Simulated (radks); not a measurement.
Values are calculated unless marked as measured or tabulated.
Se V, configuration [Ar] 3d10 4s2.

Level of theory: scalar-relativistic Kohn-Sham, PBE, spin-polarised, spherical densities, finite nucleus; Fermi nuclear charge, rms radius 4.14 fm (a radial shooting solver on a logarithmic mesh with Libxc functionals).

Energy parts (eV):
total: -66017.949
kinetic: 67370.435
electron-nucleus: -157612.804
Hartree: 26575.555
exchange-correlation: -2351.135

Orbitals (lengths in bohr, moments of r in powers of bohr; r(max) is where P^2 peaks):
| orbital | occ. | eigenvalue (eV) | r(max) | <r^2> | <r^4> | <r> |
|---|---|---|---|---|---|---|
| 1s | 2 | -12557.78 | 0.02880 | 0.002616 | 0.00001763 | 0.04408 |
| 2s | 2 | -1659.122 | 0.1644 | 0.04526 | 0.003545 | 0.1959 |
| 2p | 6 | -1465.670 | 0.1317 | 0.03584 | 0.002579 | 0.1711 |
| 3s | 2 | -264.9083 | 0.5021 | 0.3785 | 0.2283 | 0.5735 |
| 3p | 6 | -204.3498 | 0.5001 | 0.4060 | 0.2802 | 0.5885 |
| 3d | 10 | -104.3017 | 0.4521 | 0.4830 | 0.5062 | 0.6236 |
| 4s | 2 | -61.7227 | 1.419 | 2.851 | 12.12 | 1.590 |

The highest occupied level is 4s at -61.723 eV. The density falls to 0.001 e/bohr^3 at r = 2.93 bohr. Summed over all electrons, <r^2> = 14.04 bohr^2, which gives a Langevin (diamagnetic) susceptibility term of -11.1 x 10^-6 cm^3/mol. The electron density at the nucleus is 4.03e+04 e/bohr^3 (large components only). For comparison, the ionisation energy in NIST's Atomic Spectra Database is 68.3 eV (semi-empirical). In exact Kohn-Sham theory the highest level is minus the ionisation energy, but local and semilocal functionals leave it too shallow, through self-interaction and a potential that decays too fast; potentials with the right tail come closer.
